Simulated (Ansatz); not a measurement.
CHIO: structure from calculated spectroscopic constants

These gas-phase data were calculated for one isomer of CHIO at PBE0-D3(BJ)/def2-SVP (harmonic, unscaled wavenumbers; equilibrium rotational constants with average atomic masses):

```
rotational constants            : 57.63, 3.185, 3.018 GHz
all wavenumbers above 1500 cm⁻¹ : 3552
dipole moment                   : 2.38 D (PBE0/def2-TZVPD)
```

Candidates:

(1) `O=CI`, a singlet
(2) `O[C]I`, a singlet

Question: Which structure fits?

Answer: Candidate (2). The band at 3552 cm⁻¹ lies where the O–H stretch is expected; (1) has no mode between 3300 and 4000 cm⁻¹.

The same quantities for all candidates:

```tsv
	rotational constants (GHz)	wavenumbers above 1500 cm⁻¹	dipole (D)	E above the lowest, PBE0-D3(BJ)/def2-SVP (kcal/mol)
(1)	72.69, 3.075, 2.95	3039, 1928	1.66	0.0
(2)	57.63, 3.185, 3.018	3552	2.38	51.1
```

Harmonic stretches to hydrogen usually lie a few per cent above observed fundamentals. Each candidate is one conformer. Atoms past krypton carry core potentials. Programs: Ansatz 0.2.0.
